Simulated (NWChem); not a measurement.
Everything below was run with NWChem. System: Bi, charge 0, spin multiplicity 4. Its SCF solution wasn't tested for a lower state. Level: UMP2/def2-QZVP with def2 effective core potentials on Bi, 4 core orbitals frozen.

Job file:

```
start mol
memory heap 200 mb stack 900 mb global 1100 mb
geometry units angstroms nocenter noautoz
  Bi     0.000000     0.000000     0.000000
  symmetry group D2h
end
basis spherical
  * library def2-qzvp
end
ecp
  Bi library def2-ecp
end
scf
  uhf
  nopen 3
  maxiter 100
  thresh 1e-7
  semidirect memsize 60000000 filesize 0
  # guess.movecs holds the orbitals of an unrestricted PBE0 run
  vectors input guess.movecs output mol.movecs
end
mp2
  freeze core 4
end
task mp2 energy
```

NWChem printed:

```
             Northwest Computational Chemistry Package (NWChem) 7.3.0
             --------------------------------------------------------

                                NWChem Input Module
                                -------------------

 Scaling coordinates for geometry "geometry" by  1.889725989
 (inverse scale =  0.529177249)

                             Geometry "geometry" -> ""
                             -------------------------

 Output coordinates in angstroms (scale by  1.889725989 to convert to a.u.)

  No.       Tag          Charge          X              Y              Z
 ---- ---------------- ---------- -------------- -------------- --------------
    1 Bi                  83.0000     0.00000000     0.00000000     0.00000000

 Effective nuclear repulsion energy (a.u.)       0.0000000000

            Nuclear Dipole moment (a.u.)
            ----------------------------
        X                 Y               Z
 ---------------- ---------------- ----------------
     0.0000000000     0.0000000000     0.0000000000

      Symmetry information
      --------------------

 Group name             D2h
 Group number             26
 Group order               8
 No. of unique centers     1

      Symmetry unique atoms

     1


 Summary of "ao basis" -> "" (spherical)
 ------------------------------------------------------------------------------
       Tag                 Description            Shells   Functions and Types
 ---------------- ------------------------------  ------  ---------------------
 *                         def2-qzvp                  on all atoms

 Summary of "ao basis" -> "ao basis" (spherical)
 ------------------------------------------------------------------------------
       Tag                 Description            Shells   Functions and Types
 ---------------- ------------------------------  ------  ---------------------
 Bi                        def2-qzvp                22       82   7s6p4d4f1g

                                 NWChem SCF Module
                                 -----------------

  ao basis        = "ao basis"
  functions       =    82
  atoms           =     1
  alpha electrons =    13
  beta  electrons =    10
  charge          =   0.00
  wavefunction    = UHF
  use symmetry    = T
  symmetry adapt  = T

 Summary of "ao basis" -> "ao basis" (spherical)
 ------------------------------------------------------------------------------
       Tag                 Description            Shells   Functions and Types
 ---------------- ------------------------------  ------  ---------------------
 Bi                        def2-qzvp                22       82   7s6p4d4f1g

      Symmetry analysis of basis
      --------------------------

        ag         18
        au          4
        b1g         6
        b1u        14
        b2g         6
        b2u        14
        b3g         6
        b3u        14

 Forming initial guess at       0.2s

   Symmetry analysis of molecular orbitals - initial alpha
   -------------------------------------------------------

  Numbering of irreducible representations:

     1 ag          2 au          3 b1g         4 b1u         5 b2g
     6 b2u         7 b3g         8 b3u

  Orbital symmetries:

     1 ag          2 b1u         3 b2u         4 b3u         5 ag
     6 b2g         7 b3g         8 b1g         9 ag         10 ag
    11 b1u        12 b2u        13 b3u        14 ag         15 b1u
    16 b3u        17 b2u        18 b2g        19 b3g        20 ag
    21 b1g        22 ag         23 b1u

   Symmetry analysis of molecular orbitals - initial beta
   ------------------------------------------------------

  Numbering of irreducible representations:

     1 ag          2 au          3 b1g         4 b1u         5 b2g
     6 b2u         7 b3g         8 b3u

  Orbital symmetries:

     1 ag          2 b1u         3 b3u         4 b2u         5 ag
     6 b2g         7 b3g         8 b1g         9 ag         10 ag
    11 b1u        12 b2u        13 b3u        14 ag         15 b1u
    16 b3u        17 b2u        18 b3g        19 b2g        20 ag
    21 b1g        22 ag         23 b1u

 Starting SCF solution at       0.3s

 ----------------------------------------------
         Quadratically convergent UHF

 Convergence threshold     :          1.000E-07
 Maximum no. of iterations :          100
 Integral*density screening:          1.000E-09
 ----------------------------------------------

              iter       energy          gnorm     gmax       time
             ----- ------------------- --------- --------- --------
                 1     -213.5881626837  3.30D-01  8.81D-02      3.8
                 2     -213.5945085684  2.78D-03  9.77D-04      4.0
                 3     -213.5945098003  3.51D-06  1.25D-06      4.1
                 4     -213.5945098003  5.74D-09  2.36D-09      4.3

       Final UHF  results
       ------------------

         Total SCF energy =   -213.594509800313
      One electron energy =   -372.903675300006
      Two electron energy =    159.309165499692
 Nuclear repulsion energy =      0.000000000000

                       Sz =      1.5000
                 Sz(Sz+1) =      3.7500
                      S^2 =      3.7564

        Time for solution =      4.1s

       Symmetry analysis of molecular orbitals - alpha
       -----------------------------------------------

  Numbering of irreducible representations:

     1 ag          2 au          3 b1g         4 b1u         5 b2g
     6 b2u         7 b3g         8 b3u

  Orbital symmetries:

     1 ag          2 b1u         3 b2u         4 b3u         5 ag
[...]
              MO Center= -3.7D-22, -1.0D-21,  1.1D-21, r^2= 1.1D+01
   Bfn.  Coefficient  Atom+Function         Bfn.  Coefficient  Atom+Function
  ----- ------------  ---------------      ----- ------------  ---------------
    25      1.765941  1 Bi pz                22     -1.595239  1 Bi pz
    19      0.270533  1 Bi pz                10      0.168082  1 Bi pz
    16     -0.160353  1 Bi pz

 Vector   16  Occ=0.000000D+00  E= 1.525664D-01  Symmetry=b2u
              MO Center=  1.9D-31,  1.6D-22,  4.3D-31, r^2= 1.1D+01
   Bfn.  Coefficient  Atom+Function         Bfn.  Coefficient  Atom+Function
  ----- ------------  ---------------      ----- ------------  ---------------
    24      1.765941  1 Bi py                21     -1.595239  1 Bi py
    18      0.270533  1 Bi py                 9      0.168082  1 Bi py
    15     -0.160353  1 Bi py

                     UHF Final Beta Molecular Orbital Analysis
                     -----------------------------------------

 Vector    8  Occ=1.000000D+00  E=-1.300975D+00  Symmetry=b1g
              MO Center= -8.1D-28, -1.2D-27, -4.5D-27, r^2= 4.8D-01
   Bfn.  Coefficient  Atom+Function         Bfn.  Coefficient  Atom+Function
  ----- ------------  ---------------      ----- ------------  ---------------
    26      0.821117  1 Bi d -2              31      0.207922  1 Bi d -2

 Vector    9  Occ=1.000000D+00  E=-1.300975D+00  Symmetry=ag
              MO Center=  1.7D-19, -1.4D-19,  5.9D-21, r^2= 4.8D-01
   Bfn.  Coefficient  Atom+Function         Bfn.  Coefficient  Atom+Function
  ----- ------------  ---------------      ----- ------------  ---------------
    30      0.818029  1 Bi d  2              35      0.207140  1 Bi d  2

 Vector   10  Occ=1.000000D+00  E=-5.769927D-01  Symmetry=ag
              MO Center=  1.1D-20,  9.9D-21, -4.6D-21, r^2= 1.5D+00
   Bfn.  Coefficient  Atom+Function         Bfn.  Coefficient  Atom+Function
  ----- ------------  ---------------      ----- ------------  ---------------
     5     -0.635922  1 Bi s                  3      0.601185  1 Bi s
     6     -0.501060  1 Bi s                  1      0.189541  1 Bi s

 Vector   11  Occ=0.000000D+00  E= 2.813060D-02  Symmetry=b1u
              MO Center=  1.4D-19, -9.9D-20, -3.1D-20, r^2= 5.3D+00
   Bfn.  Coefficient  Atom+Function         Bfn.  Coefficient  Atom+Function
  ----- ------------  ---------------      ----- ------------  ---------------
    25      0.764071  1 Bi pz                19      0.355772  1 Bi pz
    10     -0.213528  1 Bi pz

 Vector   12  Occ=0.000000D+00  E= 2.813060D-02  Symmetry=b3u
              MO Center=  1.5D-21,  5.1D-29,  5.0D-28, r^2= 5.3D+00
   Bfn.  Coefficient  Atom+Function         Bfn.  Coefficient  Atom+Function
  ----- ------------  ---------------      ----- ------------  ---------------
    23      0.764071  1 Bi px                17      0.355772  1 Bi px
     8     -0.213528  1 Bi px

 Vector   13  Occ=0.000000D+00  E= 2.813060D-02  Symmetry=b2u
              MO Center=  1.2D-29,  1.5D-21, -7.9D-29, r^2= 5.3D+00
   Bfn.  Coefficient  Atom+Function         Bfn.  Coefficient  Atom+Function
  ----- ------------  ---------------      ----- ------------  ---------------
    24      0.764071  1 Bi py                18      0.355772  1 Bi py
     9     -0.213528  1 Bi py

 center of mass
 --------------
 x =   0.00000000 y =   0.00000000 z =   0.00000000

 moments of inertia (a.u.)
 ------------------
           0.000000000000           0.000000000000           0.000000000000
           0.000000000000           0.000000000000           0.000000000000
           0.000000000000           0.000000000000           0.000000000000

  Mulliken analysis of the total density
  --------------------------------------

    Atom       Charge   Shell Charges
 -----------   ------   -------------------------------------------------------
    1 Bi  23    23.00   0.68  0.04  1.20  0.18  0.81  0.91  0.18  5.23  0.02  0.79  0.98  1.53  0.45  7.95  1.70  0.34  0.01  0.00  0.00  0.00  0.00  0.00

  Mulliken analysis of the alpha density
  --------------------------------------

    Atom       Charge   Shell Charges
 -----------   ------   -------------------------------------------------------
    1 Bi  23    13.00   0.34  0.02  0.60  0.07  0.39  0.49  0.10  2.65  0.02  0.38  0.97  1.53  0.45  3.92  0.86  0.20  0.01  0.00  0.00  0.00  0.00  0.00

   Mulliken analysis of the beta density
   -------------------------------------

    Atom       Charge   Shell Charges
 -----------   ------   -------------------------------------------------------
    1 Bi  23    10.00   0.34  0.02  0.60  0.11  0.42  0.43  0.08  2.58 -0.00  0.41  0.01  0.00 -0.00  4.02  0.84  0.14  0.00  0.00 -0.00  0.00  0.00  0.00

   Mulliken analysis of the spin density
   -------------------------------------

    Atom       Charge   Shell Charges
 -----------   ------   -------------------------------------------------------
    1 Bi  23     3.00  -0.00 -0.00  0.00 -0.04 -0.03  0.06  0.02  0.07  0.02 -0.03  0.96  1.53  0.45 -0.10  0.03  0.07  0.01  0.00  0.00 -0.00  0.00 -0.00

       Multipole analysis of the density wrt the origin
       ------------------------------------------------

     L   x y z        total         alpha         beta         nuclear
     -   - - -        -----         -----         ----         -------
     0   0 0 0     -0.000000    -13.000000    -10.000000     23.000000

     1   1 0 0     -0.000000      0.000000     -0.000000      0.000000
     1   0 1 0     -0.000000     -0.000000     -0.000000      0.000000
     1   0 0 1      0.000000     -0.000000      0.000000      0.000000

     2   2 0 0    -22.606268    -16.593589     -6.012678      0.000000
     2   1 1 0      0.000000     -0.000000      0.000000      0.000000
     2   1 0 1     -0.000000     -0.000000     -0.000000      0.000000
     2   0 2 0    -22.606268    -16.593589     -6.012678      0.000000
     2   0 1 1     -0.000000     -0.000000     -0.000000      0.000000
     2   0 0 2    -22.606268    -16.593589     -6.012678      0.000000

                   NWChem MP2 Semi-direct Energy/Gradient Module
                   ---------------------------------------------

  Basis functions       =     82
  Molecular orbitals    =     82
  Frozen core           =      4
  Frozen virtuals       =      0
  Active alpha occupied =      9
  Active beta occupied  =      6
  Active alpha virtual  =     69
  Active beta virtual   =     72
  Use MO symmetry       = T
  Use skeleton AO sym   = T

  AO/Fock/Back tols     =   1.0D-09  1.0D-09  1.0D-09

 GA uses MA = F    GA memory limited = T

 Available:
  local mem=  1.26D+08
 global mem=  1.44D+08
 local disk=  0.00D+00
  mp2_memr nvloc                    69
  nvloc new                    69
   1 passes of   9:        6291456                      65023                   7196671.
   1 passes of   9: M    126125877           G      144165752           F     119834421.

 Semi-direct pass number   1 of   1  for UHF alpha       at        4.8s
  vrange nnbf                  3403
  mp2_eaftype                    27  avail_ma_in_mb                  1099
 EAF : mp2_eaftype filesize          27    3598336.
  mp2_eaf for mointskh                     27
Node 0 wrote     16.9 Mb in      0.0 s     Agg I/O rate:   926.6 Mb/s
 Done moints_semi at       13.8s
  mp2_eaftype                    27  avail_ma_in_mb                  1072
 EAF : mp2_eaftype filesize          27    3598336.
  mp2_eaf for kh                    27
 Done maket at       14.0s
 Done multipass loop at       14.0s

 GA uses MA = F    GA memory limited = T

 Available:
  local mem=  1.26D+08
 global mem=  1.44D+08
 local disk=  0.00D+00
  mp2_memr nvloc                    72
  nvloc new                    72
   1 passes of   6:        6291456                      49408                   5009903.
   1 passes of   6: M    126125877           G      144165752           F     119834421.

 Semi-direct pass number   1 of   1  for UHF beta        at       14.2s
  vrange nnbf                  3403
  mp2_eaftype                    19  avail_ma_in_mb                  1099
 EAF : mp2_eaftype filesize          19    2504952.
  mp2_eaf for mointskh                     19
Node 0 wrote     11.8 Mb in      0.0 s     Agg I/O rate:  1148.6 Mb/s
 Done moints_semi at       23.0s
  mp2_eaftype                    19  avail_ma_in_mb                  1080
 EAF : mp2_eaftype filesize          19    2504952.
  mp2_eaf for kh                    19
 Done maket at       23.1s
 Done multipass loop at       23.1s

          -------------------------------------------
          SCF energy                -213.594509800313
          Correlation energy          -0.486804443790
          Singlet pairs                0.000000000000
          Triplet pairs                0.000000000000
          Total MP2 energy          -214.081314244103
          -------------------------------------------

          ---------------------------------------------------
                    Spin Component Scaled (SCS) MP2
          Same spin pairs                     -0.184384445170
          Same spin scaling factor             0.333333333333
          Opposite spin pairs                 -0.302419998620
          Opposite spin scaling fact.          1.200000000000
          SCS-MP2 correlation energy          -0.424365480068
          Total SCS-MP2 energy              -214.018875280381
          ---------------------------------------------------

 -----------------------
 Performance information
 -----------------------

 Timer overhead =  1.58D-07 seconds/call

               Nr. of calls         CPU time (s)                 Wall time (s)                GFlops
             ---------------    -------------------     ------------------------------   -------------------
Name         Min   Avg   Max    Min     Avg     Max     Min     Avg     Max   Mx/calls   Min     Max     Sum
mp2: moin     2     2     2    18.     18.     18.      18.     18.     18.     8.9      0.0     0.0     0.0
mp2: make     2     2     2   0.28    0.28    0.28     0.28    0.28    0.28    0.14      0.0     0.0     0.0
mp2: tota     1     1     1    19.     19.     19.      19.     19.     19.     19.      0.0     0.0     0.0

 The average no. of pstat calls per process was 5.00D+00
 with a timing overhead of 7.89D-07s

 Task  times  cpu:       23.0s     wall:       23.0s

 Total times  cpu:       23.1s     wall:       23.1s
```
